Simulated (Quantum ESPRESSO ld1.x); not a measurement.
Values are calculated unless marked as measured or tabulated.
The mean radii <r> (bohr) of the occupied orbitals of an atom or ion are listed with their occupations. Level of theory: scalar-relativistic Kohn-Sham, LDA (Slater exchange, Perdew-Wang correlation), spin-polarised, spherical densities, point nucleus (ld1.x of Quantum ESPRESSO 7.5).

orbital  occ.      <r>
1s up       1  0.05038
1s down     1  0.05038
2s up       1   0.2265
2s down     1   0.2265
2p up       3   0.1983
2p down     3   0.1983
3s up       1   0.6778
3s down     1   0.6786
3p up       3   0.7058
3p down     2   0.7069
3d up       5   0.8264
3d down     5   0.8279
4s up       1    2.111
4f up       1    8.496

Name the element and its charge. Open shells, if any, are filled with parallel spins first.

Answer. Z = 30, zinc, charge +1: Zn+ in [Ne] 3s2 3p5 3d10 4s1 4f1. The 1s radius gives Z: for a bare nucleus <r> = (2 gamma + 1)/(2Z) with gamma = sqrt(1 - (Z/c)^2), 0.04919 bohr for Z = 30, and screening makes it slightly larger (0.05038 here). The occupations add up to 29, and the charge is Z minus that.
